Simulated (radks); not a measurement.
Results of a calculation; reference values are marked as such.
The rhenium ion Re12+, configuration [Kr] 4d10 4f13 5s2 5p2.

Level of theory: scalar-relativistic Kohn-Sham, LB94 model potential, spin-polarised, spherical densities, finite nucleus; open shells are filled with parallel spins first (spin-orbit coupling, left out, can overturn this in heavy ions); Fermi nuclear charge, rms radius 5.3698 fm (a radial shooting solver on a logarithmic mesh with Libxc functionals).

Energy parts (hartree):
part                   energy
kinetic            18434.3107
electron-nucleus  -40716.6390
Hartree             5960.8617
(The LB94 potential has no energy functional, so no total or exchange-correlation energy is given.)

Orbitals (lengths in bohr, moments of r in powers of bohr; <r^-3> diverges for s and p1/2; r(max) is where P^2 peaks; r(90%) holds 90 % of the orbital's charge):
orbital,occ.,eigenvalue (hartree),r(max),r(90%),<r^2>,<r^-3>
1s up,1,-2650.547,0.01123,0.0328,0.0004468,-
1s down,1,-2650.547,0.01123,0.0328,0.0004467,-
2s up,1,-467.5633,0.06446,0.118,0.006852,-
2s down,1,-467.5574,0.06446,0.118,0.006852,-
2p up,3,-409.4996,0.05296,0.111,0.005683,20940
2p down,3,-409.4901,0.05296,0.111,0.005683,20940
3s up,1,-115.2795,0.1819,0.289,0.04439,-
3s down,1,-115.2702,0.1819,0.289,0.04439,-
3p up,3,-98.13746,0.1802,0.295,0.04516,4690
3p down,3,-98.12744,0.1802,0.295,0.04515,4690
3d up,5,-78.64582,0.1466,0.277,0.03741,600.1
3d down,5,-78.63833,0.1466,0.277,0.03740,600.2
4s up,1,-30.85608,0.4120,0.631,0.2181,-
4s down,1,-30.80974,0.4121,0.631,0.2184,-
4p up,3,-25.23379,0.4324,0.677,0.2475,1099
4p down,3,-25.19299,0.4325,0.678,0.2480,1097
4d up,5,-18.15732,0.4420,0.739,0.2829,122.3
4d down,5,-18.12385,0.4423,0.740,0.2837,121.9
4f up,7,-10.24632,0.4102,0.868,0.3521,23.03
4f down,6,-10.22047,0.4106,0.869,0.3534,22.95
5s up,1,-11.13850,0.8974,1.34,1.004,-
5s down,1,-11.12845,0.8958,1.33,0.9979,-
5p up,2,-9.45113,0.9846,1.48,1.216,239.1
5p down,0,-9.42852,0.9816,1.47,1.208,242.9

The highest occupied level is 5p up at -257.18 eV. Spin moment in Bohr magnetons: 3.
